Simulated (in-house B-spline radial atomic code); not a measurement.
RPA and G0W0 for Sc IV (Sc3+), [Ne] 3s2 3p6, as one setting changes: the highest l of the empty states. Start: r2SCAN. A dash marks a level of low quasi-particle weight. Computed with a B-spline radial code for spherical atoms: all electrons, scalar-relativistic (spin-free one-electron X2C), finite nucleus, each spin shell either full or empty, empty states to the listed l with an (l + 1/2)⁻⁴ tail; G0W0 by contour deformation at full frequency.

```tsv
highest l of the empty states	RPA summed (Eh)	RPA extrapolated (Eh)	G0W0 level (eV)
3	-1.0187	-1.1571	3p -73.37
4	-1.098	-1.183	3p -73.68
5	-1.1291	-1.1726	3p -73.65
6	-1.1438	-1.1688	3p -73.64
7	-1.1515	-1.1672	3p -73.63
8	?	?	?
9	-1.1586	-1.166	3p -73.63
10	?	?	?
11	-1.1616	-1.1655	3p -73.62
```

Problem. What belongs in the row for 8?

Solution. RPA summed (Eh): -1.1559; RPA extrapolated (Eh): -1.1664; G0W0 level (eV): 3p -73.63.

Problem. What belongs in the row for 10?

Solution. RPA summed (Eh): -1.1604; RPA extrapolated (Eh): -1.1657; G0W0 level (eV): 3p -73.63.
